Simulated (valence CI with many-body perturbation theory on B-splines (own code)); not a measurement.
**Questions on Zr XXVIII**

Method: relativistic CI+MBPT: three valence electrons over a frozen Dirac-Fock core [Ne], a basis of 11 s, 11 p, 10 d, 8 f, 5 g, 2 h functions for each j, with the one-electron correlation potential Σ1 (screened to all orders), the two-electron term Σ2, the three-electron term Σ3, Breit, model QED; selected single and double excitations, second order for the rest, scaled by the run's own slope (own B-spline code, finite nucleus).

The last digits are not significant, and no measured levels were compared; by estimate large intervals hold to a few tenths of a per cent, small ones and those within an open d or f shell to about a per cent.

Names give the largest LS component (configuration and term), which can be under half, so a name can repeat, a term be missing and a line seem to break the LS rules; names also repeat where a configuration has a term twice.

Rates and lifetimes use the calculated energies. Strong lines usually hold to 10 to 20 %, long lifetimes can be off by a factor of two.

Q: What is the ground level?

A: 3s²3p ²P°_1/2, composition 98 % 3s²3p ²P°, g = 0.662.

Q: How well does LS coupling describe the low levels?

A: Among the lowest 20 levels the leading LS term, summed over configurations, holds 75 % on average. For single configurations the figures are 69 % in LS and 74 % in jj coupling. Terms mix most in the J = 3/2 level at 12.701 Ry, where the leading one holds 40 %.

Q: Among levels below 50.714 Ry, which E1 lines absorb most strongly from the ground level?

A: to 3s3p² ²P_3/2 at 10.33 nm, f = 0.223; to 3s3p² ²P_1/2 at 12.40 nm, f = 0.212; to 3s²3d ²D_3/2 at 9.662 nm, f = 0.162.

Q: Where does the other parity begin?

A: At 3s3p² ⁴P_1/2, 4.521 Ry.

Q: Name the longest-lived excited levels whose lifetime is computed, and their main decay.

A: 3s3p3d ⁴F°_9/2 at 14.172 Ry lives 47.7 μs, mostly by M1 to 3s3p3d ⁴F°_7/2; 3s²3p ²P°_3/2 at 1.474 Ry lives 26.2 μs, mostly by M1 to 3s²3p ²P°_1/2; 3s3p² ⁴P_3/2 at 5.404 Ry lives 4.87 ns, mostly by E1 to 3s²3p ²P°_3/2.
